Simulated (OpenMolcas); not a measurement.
Pd3+: ligand-field states by method

Pd3+ with 6 ligands (fluoride) in octahedral coordination (Oh) at 2 Å. A charge of +0.5 e stands 2.6 Å behind each ligand. Ligand basis ANO-RCC-VDZP.
```
Pd    0.0000    0.0000    0.0000
F     2.0000    0.0000    0.0000
F     0.0000    2.0000    0.0000
F    -2.0000    0.0000    0.0000
F     0.0000   -2.0000    0.0000
F     0.0000    0.0000    2.0000
F     0.0000    0.0000   -2.0000
```

```json
{
 "Program": "OpenMolcas 26.06",
 "Basis": "ANO-RCC-VDZP [6s5p3d1f]",
 "Scalar Hamiltonian": "DKH2, point nucleus",
 "Active space": "7 electrons in 5 orbitals (4d)",
 "State averaging": "2S+1 = 4 even, 10 roots; 2S+1 = 2 even, 40 roots",
 "Spin-orbit coupling": "RASSI with atomic mean-field integrals over the reference wave functions"
}
```

I. CASSCF
II. SS-CASPT2, IPEA 0.25 Eh, imaginary shift 0.1 Eh (closed shells correlated: 4s 4p and the ligand valence shells)

Spin-free states (labels of O, the rotations of Oh) in cm-1, each column counted from its own energy of the first state listed:

| State | Degeneracy | I | II |
| --- | --- | --- | --- |
| 2E | 2 | 0 | 0 |
| 4T1 | 3 | 2638 | 9350 |
| 2S+1 = 2 | 3 | 16426 | 18400 |
| 2S+1 = 2 | 3 | 16942 | 19580 |
| 4T2 | 3 | 19665 | 30220 |

From I to II, I's first state of the same spin (2S+1 = 2) moves from 16426 to 18400 cm-1, by about +2000 cm-1.

From I to II, I's first state of another spin (4T1) moves from 2638 to 9350 cm-1, by about +6700 cm-1.

I: A least-squares ligand-field fit to the states below 45000 cm-1, each weighted by its degeneracy and with a free common offset, gives 10Dq = 18940 cm-1, B = 815 cm-1 and C = 3344 cm-1 (C/B = 4.10), with an rms deviation of 273 cm-1. The same method and metal basis give the free ion B = 990 cm-1 (fit to its terms below 60000 cm-1, rms deviation 15 cm-1), so the nephelauxetic ratio is β = 815 / 990 = 0.82; it hangs on how both fits weigh the states, and computed free-ion B values tend to be too large, so β mixes covalency with correlation.

χT at 300 K: I 0.65, II 0.50 cm3 K/mol.

Roots that are degenerate in the reference are averaged as groups; the widest CASPT2 spread within a group is 560 cm-1 (the 3-fold group of multiplicity 4 near 38400 cm-1 above the lowest state of its run, II). Shifts and gaps below about the spread of the groups concerned are not significant. Over all roots computed the reference weight is 0.68 to 0.71 in II; a low but even weight reflects the number of correlated electrons. An orbital doublet at a regular site is open to a Jahn-Teller distortion, which this geometry leaves out. This shell can be high or low spin here, a state of another spin lies low, and with metal d orbitals alone active their balance is uncertain, so the ground spin may be wrong, although the usual error favours high spin. The least metal-like active orbital is 78 % on the metal (Löwdin) and no ligand orbital is active, so the numbers are rough. Ligand-to-metal charge-transfer states are missing. With no ligand orbital active B as a rule stays too high, so bands that hang on it stand too high and its fall with covalency is understated. Without dynamic correlation the repulsion within the d shell is too large (B by tens of per cent), so at a given field states of lower spin stand too high (holds for I). With metal d orbitals alone the field can be off either way by tens of per cent (holds for I). With one d shell and no ligand orbital active, 10Dq can be off by a tenth or more (holds for II). The distance lies 3 % under the 2.07 Å that this model takes as the normal distance (a Shannon-type radius plus a fixed donor radius); by an R⁻⁵ law this alone changes a d-shell field by about +19 %. No measured value stands beside these numbers; the geometry is a model, was not optimised and need not be the one that this ion takes.

A state without a sure symmetry label is named by its multiplicity alone.
